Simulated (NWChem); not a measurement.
**Atomisation of CH$_{7}$Si$_{2}$**

SMILES: [SiH3][CH][SiH3]
```xyz
10

Si    -1.6670    -0.1276     0.1330
C      0.0000     0.0000    -0.6766
Si     1.6670     0.1276     0.1330
H     -2.5566     0.9900    -0.3185
H     -2.3362    -1.4140    -0.2445
H     -1.5374    -0.0718     1.6198
H      0.0000     0.0000    -1.7771
H      2.3362     1.4140    -0.2445
H      2.5566    -0.9900    -0.3185
H      1.5374     0.0718     1.6198
```
Charge 0, spin multiplicity 2.

All runs are NWChem calculations. All single points use one geometry, from UPBE0/def2-SVP, a minimum by its harmonic frequencies.

Basis set: def2-TZVP. The atomisation energy is electronic alone: no zero-point, thermal, spin-orbit or counterpoise terms. No value is extrapolated to the basis-set limit. Free atoms are single determinants with multiplicities Si 3, C 3, H 2.

B3LYP has NWChem's definition, with VWN1-RPA local correlation. The structure started from a generated list of species. The unpaired electrons of the parent sit in orbitals of symmetry b (C2 labels of the run); other states weren't searched. The stability of the SCF solutions was not checked.

Q: For the atomisation energy, B3LYP gives 728.3 kcal/mol and BP86 gives 741.9 kcal/mol. What do PBE, PBE0, TPSS give?

A: PBE: 723.9 kcal/mol; PBE0: 724.0 kcal/mol; TPSS: 749.7 kcal/mol.
